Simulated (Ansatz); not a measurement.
The first iterations of a band of Cl2F2Zr + H2 (7 atoms, charge 0, multiplicity 1).

Method: RKS PBE0-D4/def2-SVP (Ansatz 0.2.0).

```yaml
movable_images: 9
climbing_image: yes
spring: 5.0 eV/Å²
optimiser: quadratic models (default)
start_path: through a guess of the saddle point
force_threshold: 0.05 eV/Å
iteration_limit: 60
end_points: relaxed
```

First end point:

```xyz
7
Properties=species:S:1:pos:R:3
Zr -0.103 -0.054 0.115
Cl -0.339 -0.348 2.431
F 1.692 -0.019 -0.469
Cl -1.380 1.707 -0.753
F -0.816 -1.613 -0.656
H 1.147 2.255 0.873
H 1.022 1.943 1.559
```

Last end point:

```xyz
7
Properties=species:S:1:pos:R:3
Zr 0.066 -0.517 -0.239
Cl 0.720 -0.434 2.002
F 1.403 -1.379 -1.249
Cl -0.273 1.635 -1.080
F -1.531 -1.505 -0.388
H 0.320 3.235 1.718
H 0.517 2.836 2.335
```

| iteration | highest image above the first end (eV) | largest band force component (eV/Å) |
| --- | --- | --- |
| 1 | 2.586 | 4.175 |
| 2 | 0.813 | 4.547 |
| 3 | 0.508 | 1.384 |
| 4 | 0.243 | 1.099 |
| 5 | 0.236 | 0.755 |

**Question.** Does the band converge within its limit, and where does its top end?

**Answer.** It converged. It ended after 15 iterations with the highest image 0.039 eV above the first end. The highest image is an end point: on this band no image between the ends rises above it.

Run time: 7.2 min on 2 threads of Arm Neoverse V2, with other jobs on the host, peak memory 0.25 GiB.
